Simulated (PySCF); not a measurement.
```xyz
7

C      1.1586     0.0421     0.0712
Ge    -0.7554    -0.0238    -0.0577
H      1.7612    -0.8583     0.1112
H      1.6994     0.9788     0.1410
H     -1.1829    -1.1319    -1.0359
H     -1.3863    -0.3360     1.3147
H     -1.2951     1.3300    -0.5451
```

Charge 0, multiplicity 2.

### Question
Give the Mulliken and meta-Löwdin atomic charges from PBE-D3(BJ)/def2-TZVP // PBE0-D3(BJ)/def2-TZVP (PySCF 2.14.0).

### Answer

| atom | Mulliken (e) | meta-Löwdin (e) |
|---|---|---|
| C1 | -0.36 | -0.43 |
| Ge2 | 0.10 | 0.30 |
| H3 | 0.14 | 0.14 |
| H4 | 0.14 | 0.14 |
| H5 | 0.00 | -0.05 |
| H6 | 0.00 | -0.05 |
| H7 | -0.01 | -0.05 |
